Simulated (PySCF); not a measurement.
The same groups moved round the core (thiophene mercapto+boryl). All species are isolated molecules in the gas phase. One relaxed conformer stands for each flexible species; it need not be the lowest. Strings in code marks are SMILES.

The T1 excitation (TDA) from two functionals at the same geometries (PBE0-D4/def2-SVP), both in PySCF: PBE-D3(BJ)/def2-TZVP and PBE0-D4/def2-TZVP. Excitations are Tamm–Dancoff values on a coarser integration grid. The basis has no diffuse functions, so Rydberg states are missing or too high.

```csv
species,PBE-D3(BJ)/def2-TZVP (eV),PBE0-D4/def2-TZVP (eV)
`c1(cc(B)sc1)S`,2.61,3.03
`Bc1ccc(S)s1`,2.53,2.68
`Bc1ccsc1S`,2.35,2.61
`c1(csc(c1)S)B`,2.96,3.22
`c1scc(c1B)S`,2.32,2.90
`Bc1sccc1S`,2.41,2.64
```

Over these rows, drawn at random from the members with no instability flagged (it was tested for open shells, ions and some series alone), PBE minus PBE0-D4: mean -0.32 eV, from -0.58 eV to -0.15 eV.
